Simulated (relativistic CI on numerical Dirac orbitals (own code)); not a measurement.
# One change at a time: As18+

Base calculation: Dirac-Coulomb-Breit CI, orbitals from a KLI potential per configuration, model QED, unscaled Slater integrals.

Configuration list (outside the closed core [Ne]): 3s2.3p3, 3s.3p4, 3s2.3p2.3d, 3p5, 3s.3p3.3d, 3p4.3d, 3s.3p2.3d2, 3s2.3p.3d.4p, 3s2.3p2.4s, 3p4.4s, 3p4.4p, 3s.3p2.3d.4s, 3s2.3p2.4p, 3s2.3p2.4d, 3s.3p3.4s, 3s2.3p2.4f, 3s.3p3.4p, 3p3.3d.4p, 3s.3p3.4d, 3s.3p3.4f, 3s2.3p2.5s, 3s2.3p2.5p, 3s2.3p.4s.4p, 3s2.3p2.5d, 3s2.3p2.5f, 3s2.3p2.5g, 3s.3p2.4s2, 3s.3p3.5s, 3s2.3p.3d2, 3s2.3d3, 3s.3p.3d3, 3s2.3d2.4s, 3s2.3d2.4p, 3s2.3d2.4d, 3p3.3d2, 3p2.3d3, 3p2.3d2.4s, 3p2.3d2.4p, 3p2.3d2.4d, 3s2.3p.3d.4s, 3s.3p.3d2.4s, 3s2.3d.4s2, 3s2.3d.4s.4p, 3s2.3d.4s.4d, 3s.3p2.3d.4p, 3s.3p.3d2.4p, 3s.3p.3d.4s.4p, 3s.3p.3d.4p2, 3s.3p.3d.4p.4d, 3p3.3d.4s, 3p2.3d.4s2, 3p2.3d.4s.4p, 3p2.3d.4s.4d, 3s2.3p.4s2, 3s.3p.3d.4s2, 3s2.4s2.4p, 3s2.4s2.4d, 3s2.3p.4p2, 3s2.3d.4p2, 3s2.4s.4p2, 3s2.4p3, 3s2.4p2.4d, 3s.3p2.4s.4p, 3s.3p.4s2.4p, 3s.3p.4s.4p2, 3s.3p.4s.4p.4d. Double excitations out of closed p, d and f shells are left out; levels of such configurations are missing from the list, as are those of other unlisted configurations, and high levels can miss mixing partners. These lack a partner that the ground configuration has and come out too high: 3s2.3p2.4f, 3s.3p3.4d, 3s.3p3.4f, 3s2.3p2.5s, 3s2.3p2.5p.

Variants: (1) P86 correlation estimate; (2) non-relativistic limit; (3) only the first 3 configurations. Shifts of the energy above 3s2.3p3 4S°_3/2, in cm⁻¹, for the lowest level and the first level of each name with at least 55 % of one term (blank where a level changes its place among those of its configuration and J or its character, or is not in the variant):

| Level | Base | Δ(1) | Δ(2) | Δ(3) |
| --- | --- | --- | --- | --- |
| 3s2.3p3 4S°_3/2 | 0 | 0 | 0 | 0 |
| 3s2.3p3 2D°_3/2 | 61973 | +9 | +4318 | +3629 |
| 3s2.3p3 2D°_5/2 | 82279 | +9 | -15989 | +3473 |
| 3s2.3p3 2P°_1/2 | 124193 | +23 | -17284 | +9106 |
| 3s2.3p3 2P°_3/2 | 160244 | +25 | -53335 | +8505 |
| 3s.3p4 4P_5/2 | 431578 | +1396 | -40449 | -14143 |
| 3s.3p4 4P_3/2 | 465571 | +1395 | -74442 | -13817 |
| 3s.3p4 4P_1/2 | 476016 | +1396 | -84887 | -13545 |
| 3s.3p4 2D_3/2 | 539243 | +1380 | -57238 | -7686 |
| 3s.3p4 2D_5/2 | 552344 | +1386 | -70339 | -7983 |
| 3s2.3p2.3d 4F_3/2 | 635551 | +1238 |  | -8812 |
| 3s2.3p2.3d 4F_5/2 | 649110 | +1233 | -15571 | -8577 |
| 3s2.3p2.3d 2F_5/2 | 670969 | +1233 | -17141 | -6134 |
| 3s2.3p2.3d 4F_7/2 | 672045 | +1231 | -38507 | -8935 |

At this charge energies of transitions that change n are usually good to better than 1 %, and those within a shell (Δn = 0) to a few per cent.

Ionisation energy from the two ground configurations alone: base 720.837 eV; P86 correlation estimate 722.404 eV. The NIST ASD value (semi-empirical) is 728.9 eV.

LS names give the leading component of a level, which can be under half, so a name can repeat, a term be missing and a line seem to break the LS rules.
